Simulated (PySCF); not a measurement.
EtP(CF3)2, C4H5F6P.
SMILES: `CCP(C(F)(F)F)C(F)(F)F`

Jobs on this species (16 atoms, 98 electrons) with PySCF (density fitting). Hardware of each: Arm Neoverse V1, one thread, on a shared host. Other jobs ran on the host; a repeat could differ by tens of per cent or more. Peak memory is the resident size of the whole Python process, interpreter and libraries included.

| level and settings | work | basis functions | SCF cycles | wall time | peak memory |
| --- | --- | --- | --- | --- | --- |
| PBE0/pcSseg-1, IEF-PCM cyclohexane | shieldings | 219 | ? | ? | ? |
| WP04/pcSseg-1, IEF-PCM chloroform | shieldings | 219 | 13 | 36 s | 1.4 GiB |
| PBE0/pcSseg-1, IEF-PCM chloroform | shieldings, charges and field gradients | 219 | 13 | 38 s | 1.4 GiB |
| wB97X-D/pcSseg-1, IEF-PCM chloroform | shieldings | 219 | 13 | 49 s | 1.3 GiB |
| PBE0-D3(BJ)/def2-SVP, grid level 1 | geometry optimisation from a GFN2-xTB start shaken at random | 183 | 45 | 2.1 min | 0.98 GiB |

Q: Fill in the missing figures.

A: 
- PBE0/pcSseg-1, IEF-PCM cyclohexane; shieldings: 36 s, 1.4 GiB, 13 SCF cycles

Q: What do all jobs in the table cost together?

A: About 4.8 min; the longest takes about 44 % of that, and about 3.5 times as long as the shortest.
